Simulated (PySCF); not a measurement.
Level of theory: PBE-D3(BJ)/def2-TZVP // CAM-B3LYP-D3(BJ)/def2-TZVP (PySCF). All species are isolated molecules in the gas phase. One relaxed conformer stands for a flexible species; it need not be the lowest. Excitations are Tamm–Dancoff values on a coarser integration grid. The basis has no diffuse functions, so Rydberg states are missing or too high.

Reference species (SMILES): `B/C(C)=C/C=C` (neutral, multiplicity 1).

```json
{
 "T1 excitation (TDA)": "2.52 eV",
 "HOMO–LUMO gap": "3.06 eV"
}
```

Changed species: `BC(=C)C(=C)C`.

Task: What does the change do to the T1 excitation (TDA) and HOMO–LUMO gap?

Result: the T1 excitation (TDA) increases by 0.19 eV, to 2.71 eV; the HOMO–LUMO gap rises by 0.06 eV, to 3.12 eV.
